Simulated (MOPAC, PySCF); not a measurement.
BI$_{3}$, SMILES `IB(I)I`, neutral singlet in the gas phase. 

Z-matrix (Å, degrees):
```
B
I 1 2.1191
I 1 2.1191 2 119.98
I 1 2.1191 2 119.98 3 -179.87
```
Charge 0, multiplicity 1.

All levels are single points at this geometry (r2SCAN-D4/def2-TZVP); Pople sets use spherical d functions. Orbital energies aren't observables, and empty levels follow the basis.

PM6 in MOPAC gives gap (eV) = 6.15.

Problem. Estimate the gap (eV) from each of these levels: PBE-D3(BJ)/def2-TZVP in PySCF; r2SCAN-D4/def2-TZVP in PySCF; B3LYP/6-311+G** (LANL2DZ on I) in PySCF; B3LYP/6-31G* (LANL2DZ on I) in PySCF; B3LYP/LANL2DZ in PySCF; BP86/6-31G* (LANL2DZ on I) in PySCF; M06-2X/6-31G* (LANL2DZ on I) in PySCF; PBE/6-31G* (LANL2DZ on I) in PySCF; SVWN5/6-31G* (LANL2DZ on I) in PySCF; HF/6-31G* (LANL2DZ on I) in PySCF; AM1 in MOPAC; PM3 in MOPAC.

Solution. 
| level | gap (eV) |
|---|---|
| PBE-D3(BJ)/def2-TZVP in PySCF | 3.02 |
| r2SCAN-D4/def2-TZVP in PySCF | 3.46 |
| B3LYP/6-311+G** (LANL2DZ on I) in PySCF | 4.67 |
| B3LYP/6-31G* (LANL2DZ on I) in PySCF | 4.68 |
| B3LYP/LANL2DZ in PySCF | 4.59 |
| BP86/6-31G* (LANL2DZ on I) in PySCF | 3.19 |
| M06-2X/6-31G* (LANL2DZ on I) in PySCF | 6.55 |
| PBE/6-31G* (LANL2DZ on I) in PySCF | 3.16 |
| SVWN5/6-31G* (LANL2DZ on I) in PySCF | 3.06 |
| HF/6-31G* (LANL2DZ on I) in PySCF | 10.75 |
| AM1 in MOPAC | 8.64 |
| PM3 in MOPAC | 7.35 |
